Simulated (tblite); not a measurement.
Species: C₂H₉OSi₂ (doublet state).
Cartesian coordinates in Å at the GFN2-xTB level; atoms count from 1:
```xyz
14
C2H9OSi2 angstrom
C      1.829   -0.176    1.460
O      0.687    0.169    0.726
C      0.896    0.229   -0.672
Si    -0.844    0.688   -1.326
Si    -2.446   -0.070    0.115
H      2.202   -1.166    1.168
H      2.632    0.558    1.311
H      1.540   -0.191    2.510
H      1.680    0.960   -0.911
H      1.244   -0.746   -1.045
H     -0.803    0.359   -2.766
H     -2.472    0.773    1.313
H     -2.403   -1.464    0.582
H     -3.742    0.078   -0.561
```

Method: GFN2-xTB as coded in tblite; computed harmonic values from a numerical Hessian at the method's own geometry, unscaled. Errors from tens to a few hundred cm⁻¹ against measured bands are possible. Modes of hydrogen on silicon can be 10 to 20 % off. One conformer, not necessarily the lowest. Open shells enter through the occupations alone, without spin polarisation, and single modes of such species can be off by tens of per cent.

Harmonic wavenumbers (cm⁻¹): 39.8, 65.4, 86.1, 109.6, 206.2, 222.2, 347.7, 372.4, 425.6, 472.7, 496.5, 631.8, 755.2, 771.9, 781.7, 803.1, 838.5, 970.8, 1102.8, 1135.8, 1154.2, 1189.4, 1279.3, 1408.2, 1471.0, 1492.2, 1500.6, 2121.7, 2167.8, 2193.0, 2226.4, 2822.2, 2878.4, 2887.9, 2913.5, 3020.9.

A = 4712, B = 1713, C = 1309 MHz; mass 105.019 u (most abundant isotopes); point group C1, symmetry number 1; spin multiplicity 2.

Task: Zero-point energy?

Result: ½Σν̃ = 21681 cm⁻¹ = 61.99 kcal/mol.

Task: Entropy at 350 K, 1 bar (ideal gas, RRHO, classical rotation)?

Result: Translation 40.69, rotation 28.29, vibration 31.25, spin (R ln 2) 1.38: S = 101.6 cal/(mol K).

Task: And Cp and H(350 K) − H(0)?

Result: Cp = 36.20 cal/(mol K), of which vibrations give 28.25 (their classical limit is 36 R = 71.5); H(350 K) − H(0) = 8.17 kcal/mol without the zero-point energy, 5.38 from vibrations.

Task: Blend soft modes into free rotors: weight 1/[1 + (100 cm⁻¹/ν̃)⁴] for the oscillator and the rest for a rotor with moment μB/(μ + B), μ = h/(8π²ν), B = 10⁻⁴⁴ kg m². What vibrational entropy results?

Result: 27.79 cal/(mol K) in place of 31.25, which changes −T·S at 350 K by +1.21 kcal/mol.

Task: How do the functions run with temperature in this model?

Result: 
```tsv
T (K)	S (cal/(mol K))	Cp (cal/(mol K))	H − H(0) (kcal/mol)	G − H(0) (kcal/mol)	ln q(vib)
150	77.7	21.9	2.32	-9.33	3.30
250	90.6	29.3	4.88	-17.77	5.71
298.15	96.1	32.7	6.38	-22.27	6.82
400	106.6	39.3	10.05	-32.60	9.08
600	124.6	49.3	18.97	-55.77	13.22
900	146.6	59.4	35.40	-96.58	18.82
```

q(vib) and H(0) count from the zero-point level.

Task: What must be added to the electronic energy to get the Gibbs energy at 350 K and 1 bar?

Result: ZPE + [H(350 K) − H(0)] − T·S = 61.99 + 8.17 − 35.56 = 34.60 kcal/mol.

Task: Which modes carry the vibrational entropy at 350 K?

Result: 39.8 cm⁻¹: 5.59; 65.4 cm⁻¹: 4.60; 86.1 cm⁻¹: 4.06; 109.6 cm⁻¹: 3.59; 206.2 cm⁻¹: 2.37; 222.2 cm⁻¹: 2.23 cal/(mol K); the other 30 give 8.80 together.

Hindered rotation and anharmonicity are outside this model. Other conformers, if any are populated, would add a mixing term that is left out. The structure is chiral; the term R ln 2 for an equal mix with its mirror image is left out.

Time: 0.33 s. Hardware: an Arm Neoverse V2 with one thread, no GPU (shared host). This covers the Hessian and the dipole derivatives.
